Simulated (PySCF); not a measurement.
PySCF input file for CH₆AlBO₄, SMILES OB(O)[CH2][Al]([OH])[OH], PBE0-D3(BJ)/def2-SVP. Geometry optimised at PBE0-D3(BJ)/def2-SVP. The structure was generated by enumeration; whether it is a known compound was not checked. One conformer was computed; it need not be the lowest.

```python
import numpy as np
from pyscf import gto, scf, dft, df
from pyscf.hessian import thermo

mol = gto.M(
    atom='''
    B    -1.54970366   -0.16688823    0.48991869
    O    -2.35143130   -0.49177652    1.54585979
    O    -1.72114699   -0.85467013   -0.67496161
    C    -0.45340903    0.95738929    0.67541319
    Al    1.16111298    0.35601687   -0.18700705
    O     2.78818283    0.27432935    0.29955068
    O     0.77778304   -0.26170190   -1.74475625
    H    -2.94807863   -1.20873238    1.30122698
    H    -1.02387901   -0.67612039   -1.33149214
    H    -0.76793498    1.82434737    0.06173962
    H    -0.37390706    1.29404294    1.71804622
    H     3.14901626    0.55206327    1.14217516
    H     1.39218659   -0.65316130   -2.36821747
    ''',
    basis='def2-SVP',
    charge=0,
    spin=0,
    max_memory=1600,
    verbose=3,
)
mf = dft.RKS(mol, xc='pbe0').density_fit(auxbasis='def2-universal-jkfit')
mf.disp = 'd3bj'
mf.grids.level = 3
mf.conv_tol = 1e-11
mf.max_cycle = 100
mf.kernel()

# [left out here: the lines that compute and print the analytic Hessian (its translational invariance restored by hand, since the grid's response is missing), thermochemistry and intensities]
```

Output:

```
converged SCF energy = -609.281926122844

WARN: DFTD3 does not support analytical Hessian, using finite difference


WARN: Mole.unit (angstrom) is changed to Bohr

Mode                                 0                   1                   2
Irrep
Freq [cm^-1]                       45.6197             77.1982            161.7394
Reduced mass [au]                   5.0716              7.2988              5.8374
Force const [Dyne/A]                0.0062              0.0256              0.0900
Char temp [K]                      65.6365            111.0710            232.7071
Normal mode                   x     y     z       x     y     z       x     y     z
       0   B                 0.02  0.01 -0.00   -0.00  0.02 -0.02    0.03  0.02 -0.03
       1   O                 0.08 -0.02  0.04    0.11 -0.08  0.03    0.02 -0.03 -0.05
       2   O                 0.04 -0.04  0.02   -0.09  0.11 -0.06    0.10  0.02 -0.03
       3   C                -0.04  0.08 -0.08   -0.01  0.03 -0.04   -0.03  0.07  0.02
       4  Al                -0.03  0.02 -0.02   -0.00 -0.02  0.01   -0.03  0.03  0.05
       5   O                -0.06 -0.11  0.08   -0.01  0.04  0.03    0.00 -0.05 -0.08
       6   O                 0.01  0.06 -0.04    0.01 -0.09  0.03   -0.08 -0.05  0.09
       7   H                 0.13 -0.07  0.08    0.11 -0.09  0.03    0.07 -0.07 -0.08
       8   H                -0.00 -0.01 -0.01   -0.10  0.10 -0.06    0.13  0.01 -0.00
       9   H                -0.06  0.01 -0.16    0.01  0.01 -0.07   -0.02  0.06  0.01
      10   H                -0.06  0.17 -0.11   -0.01  0.05 -0.05   -0.07  0.07  0.03
      11   H                -0.09 -0.15  0.10   -0.03  0.09  0.03    0.13 -0.04 -0.14
      12   H                 0.01  0.02 -0.01    0.02 -0.10  0.05   -0.09 -0.10  0.11
Mode                                 3                   4                   5
Irrep
Freq [cm^-1]                      206.0501            240.5039            261.8225
[...]
       4  Al                -0.01 -0.02  0.01   -0.01 -0.00  0.02   -0.01  0.01  0.01
       5   O                -0.01  0.00 -0.02    0.01  0.00  0.00    0.03 -0.00  0.01
       6   O                -0.02  0.03  0.05    0.00  0.01 -0.04   -0.00 -0.01 -0.02
       7   H                 0.11 -0.12  0.02   -0.05  0.06 -0.07    0.12  0.02 -0.23
       8   H                -0.01  0.07  0.01    0.50 -0.70  0.34   -0.01  0.03  0.06
       9   H                -0.24  0.14  0.20   -0.07  0.02  0.02   -0.21 -0.15  0.00
      10   H                 0.32 -0.30 -0.08    0.09 -0.03 -0.01   -0.28 -0.21 -0.00
      11   H                -0.12  0.02  0.03   -0.01  0.01  0.01    0.02  0.00  0.01
      12   H                 0.21  0.10  0.22   -0.04 -0.01 -0.07   -0.01 -0.01 -0.02
Mode                                18                  19                  20
Irrep
Freq [cm^-1]                      828.4020            917.5808            952.8274
Reduced mass [au]                   3.9911              5.0773              1.4806
Force const [Dyne/A]                1.6137              2.5187              0.7920
Char temp [K]                    1191.8860           1320.1945           1370.9065
Normal mode                   x     y     z       x     y     z       x     y     z
       0   B                -0.01  0.02 -0.00    0.02 -0.02  0.00   -0.08  0.08 -0.03
       1   O                 0.01  0.00  0.00   -0.02 -0.00  0.01    0.01 -0.01 -0.00
       2   O                -0.00  0.00 -0.01   -0.00  0.01  0.01    0.00 -0.04 -0.02
       3   C                -0.04  0.02  0.04    0.01  0.02 -0.03    0.09 -0.01  0.03
       4  Al                 0.07 -0.05 -0.08    0.10  0.02  0.08    0.01  0.00  0.03
       5   O                -0.08  0.01 -0.02   -0.12  0.00 -0.05   -0.02  0.00 -0.01
       6   O                 0.01  0.05  0.11   -0.01 -0.03 -0.08   -0.00 -0.01 -0.02
       7   H                -0.00  0.01 -0.00    0.00 -0.01 -0.01    0.02 -0.03  0.05
       8   H                 0.10 -0.14  0.07   -0.01  0.05  0.01   -0.04  0.05 -0.05
       9   H                -0.21 -0.04  0.04    0.08  0.08  0.04   -0.68 -0.26  0.06
      10   H                -0.25  0.03  0.06   -0.27 -0.12  0.04    0.23  0.21 -0.05
      11   H                -0.05 -0.01 -0.03   -0.19  0.02 -0.03   -0.06  0.01  0.00
      12   H                 0.11  0.07  0.20   -0.00 -0.03 -0.08   -0.00  0.00 -0.03
Mode                                21                  22                  23
Irrep
Freq [cm^-1]                     1015.6748           1044.2795           1178.9708
Reduced mass [au]                   1.9048              1.4884              1.2672
Force const [Dyne/A]                1.1578              0.9563              1.0378
Char temp [K]                    1461.3298           1502.4857           1696.2765
Normal mode                   x     y     z       x     y     z       x     y     z
       0   B                -0.02 -0.03  0.01   -0.02 -0.02 -0.03    0.06  0.07 -0.03
       1   O                 0.05  0.02 -0.07    0.01 -0.03 -0.09   -0.04 -0.02  0.04
       2   O                -0.00  0.01  0.03   -0.00  0.04  0.07    0.04  0.03 -0.00
       3   C                -0.14 -0.02  0.05    0.06  0.02 -0.02   -0.04 -0.03 -0.01
       4  Al                 0.05 -0.00  0.01   -0.01 -0.00 -0.00    0.01  0.00  0.01
       5   O                -0.03 -0.00 -0.01    0.01  0.00  0.00   -0.00 -0.00 -0.00
       6   O                -0.01 -0.00 -0.01    0.00  0.00  0.00    0.00  0.01  0.01
       7   H                -0.06  0.04  0.16   -0.31 -0.00  0.70   -0.09 -0.01  0.16
       8   H                 0.00  0.03  0.04    0.01 -0.02  0.08   -0.37 -0.53 -0.55
       9   H                 0.11  0.00 -0.04   -0.02  0.02  0.02   -0.01 -0.04 -0.03
      10   H                 0.63  0.18 -0.08   -0.21 -0.03  0.02    0.08 -0.06 -0.01
      11   H                -0.07  0.01 -0.01    0.02 -0.01 -0.00   -0.01  0.00 -0.00
      12   H                 0.02  0.01  0.01   -0.00  0.00 -0.00   -0.07 -0.04 -0.03
Mode                                24                  25                  26
Irrep
Freq [cm^-1]                     1350.6020           1396.3216           1468.3711
Reduced mass [au]                   1.3609              2.4607              5.1910
Force const [Dyne/A]                1.4626              2.8267              6.5944
Char temp [K]                    1943.2156           2008.9959           2112.6591
Normal mode                   x     y     z       x     y     z       x     y     z
       0   B                 0.08  0.10  0.01   -0.11 -0.13 -0.09   -0.11 -0.00  0.23
       1   O                -0.02 -0.02  0.01    0.02  0.02  0.01    0.05  0.02 -0.07
       2   O                -0.02 -0.04 -0.03    0.03  0.05  0.06    0.01 -0.02 -0.06
       3   C                -0.03  0.04  0.02    0.03  0.08  0.03    0.02  0.02 -0.02
       4  Al                 0.00  0.00  0.00    0.00 -0.00 -0.00    0.00  0.00  0.00
       5   O                 0.00 -0.00 -0.00   -0.00  0.00  0.00   -0.00 -0.00 -0.00
       6   O                -0.00 -0.00 -0.00    0.00  0.00  0.00   -0.00 -0.00  0.00
       7   H                -0.09 -0.01  0.16    0.10  0.01 -0.21    0.02  0.03  0.01
       8   H                 0.11  0.18  0.16   -0.11 -0.11 -0.11   -0.09 -0.16 -0.18
       9   H                -0.03 -0.31 -0.45   -0.03 -0.19 -0.32    0.03 -0.03 -0.08
      10   H                 0.14 -0.51  0.17    0.10 -0.31  0.14   -0.08 -0.18  0.06
      11   H                -0.01  0.00  0.00    0.00 -0.00 -0.00   -0.00 -0.00 -0.00
      12   H                 0.02  0.00  0.01   -0.01 -0.01  0.00   -0.02 -0.01 -0.00
Mode                                27                  28                  29
Irrep
Freq [cm^-1]                     3051.8760           3167.5303           3677.0306
Reduced mass [au]                   1.0668              1.0952              1.0678
Force const [Dyne/A]                5.8544              6.4745              8.5059
Char temp [K]                    4390.9701           4557.3708           5290.4283
Normal mode                   x     y     z       x     y     z       x     y     z
       0   B                 0.00  0.00  0.00    0.00  0.00 -0.00    0.00 -0.00 -0.00
       1   O                -0.00 -0.00 -0.00   -0.00 -0.00  0.00    0.00  0.00  0.00
       2   O                -0.00  0.00 -0.00   -0.00  0.00  0.00    0.04  0.01 -0.04
       3   C                 0.02 -0.07  0.02   -0.01 -0.01 -0.08    0.00  0.00  0.00
       4  Al                -0.00 -0.00  0.00   -0.00  0.00 -0.00   -0.00  0.00  0.00
       5   O                 0.00 -0.00 -0.00    0.00 -0.00  0.00   -0.00 -0.00 -0.00
       6   O                -0.00  0.00 -0.00   -0.00  0.00  0.00    0.00 -0.00 -0.00
       7   H                -0.00  0.00  0.00   -0.00  0.00  0.00   -0.01 -0.01 -0.01
       8   H                 0.00 -0.00 -0.00    0.00  0.00 -0.00   -0.67 -0.17  0.68
       9   H                -0.26  0.71 -0.51    0.08 -0.23  0.15   -0.00  0.00  0.00
      10   H                 0.03  0.08  0.30    0.06  0.28  0.86    0.00  0.00  0.00
      11   H                -0.00 -0.00  0.00    0.00  0.00  0.00   -0.00 -0.00 -0.00
      12   H                -0.00  0.00 -0.00    0.00 -0.00 -0.00   -0.02  0.01  0.01
Mode                                30                  31                  32
Irrep
Freq [cm^-1]                     3885.4068           3977.3880           3993.9911
Reduced mass [au]                   1.0649              1.0677              1.0682
Force const [Dyne/A]                9.4715              9.9515             10.0400
Char temp [K]                    5590.2353           5722.5757           5746.4639
Normal mode                   x     y     z       x     y     z       x     y     z
       0   B                -0.00 -0.00 -0.00    0.00  0.00 -0.00   -0.00 -0.00  0.00
       1   O                -0.04 -0.04 -0.01   -0.00 -0.00 -0.00    0.00  0.00 -0.00
       2   O                 0.00  0.00 -0.00   -0.00 -0.00  0.00    0.00  0.00 -0.00
       3   C                 0.00  0.00  0.00   -0.00  0.00 -0.00    0.00  0.00  0.00
       4  Al                -0.00 -0.00  0.00    0.00  0.00  0.00    0.00 -0.00 -0.00
       5   O                 0.00 -0.00 -0.00   -0.00 -0.00 -0.00   -0.03 -0.02 -0.05
       6   O                -0.00  0.00  0.00    0.04 -0.03 -0.04   -0.00  0.00  0.00
       7   H                 0.61  0.72  0.22    0.00  0.00  0.00   -0.00 -0.00 -0.00
       8   H                -0.01 -0.00  0.01    0.02  0.00 -0.01   -0.00 -0.00  0.00
       9   H                -0.00 -0.00  0.00    0.00 -0.00  0.00    0.00 -0.00 -0.00
      10   H                 0.00  0.00 -0.00    0.00  0.00  0.00   -0.00 -0.00 -0.00
      11   H                 0.00  0.00  0.00    0.01  0.01  0.02    0.38  0.28  0.84
      12   H                 0.00 -0.00 -0.00   -0.61  0.40  0.64    0.02 -0.01 -0.02
temperature 298.1500 [K]
pressure 101325.00 [Pa]
Rotational constants [GHz] 3.86940 1.24889 1.01894
Symmetry number 1
Zero-point energy (ZPE) 0.09020 [Eh]   236818.162 [J/mol]
                           tot       elec      trans        rot        vib
Entropy [J/mol/K]       393.387      0.000    168.438    119.535    105.414
Cv [J/mol/K]            140.073      0.000     12.472     12.472    115.129
Cp [J/mol/K]            148.387      0.000     20.786     12.472    115.129
Internal energy [J/mol]                      3718.434   3718.434 253940.369
Internal energy [Eh]   -609.18237  -609.28193
Enthalpy [J/mol]                             6197.391   3718.434 253940.369
Enthalpy [Eh]          -609.18143
Gibbs free energy [J/mol]                  -44022.391 -31920.949 222511.063
Gibbs free energy [Eh] -609.22610
mode   freq/cm-1   IR/(km/mol)
   1       45.62         0.607
   2       77.20         0.108
   3      161.74        11.124
   4      206.05         8.897
   5      240.50        14.693
   6      261.82        19.796
   7      329.83       123.732
   8      336.28        31.788
   9      383.77       130.949
  10      446.58        12.121
  11      514.26        11.849
  12      528.39       209.477
  13      596.32       101.346
  14      645.44        91.447
  15      672.54        69.239
  16      692.29        63.238
  17      756.28        70.878
  18      791.74        14.637
  19      828.40       127.912
  20      917.58       105.070
  21      952.83        43.645
  22     1015.67        58.870
  23     1044.28       159.357
  24     1178.97        66.728
  25     1350.60       123.304
  26     1396.32       326.728
  27     1468.37       342.178
  28     3051.88         0.538
  29     3167.53         1.566
  30     3677.03       387.700
  31     3885.41        64.175
  32     3977.39       105.979
  33     3993.99       111.687
max |gradient| / (hartree/bohr): 8.00463196560443e-05
APT charges: [ 1.1779 -0.7964 -0.853  -0.6636  1.5157 -0.9027 -0.9207  0.2985  0.4183
  0.0434  0.0435  0.3247  0.3145]
```

The calculation finished and met its thresholds.

Cost: about 4 core-minutes (a rough figure).
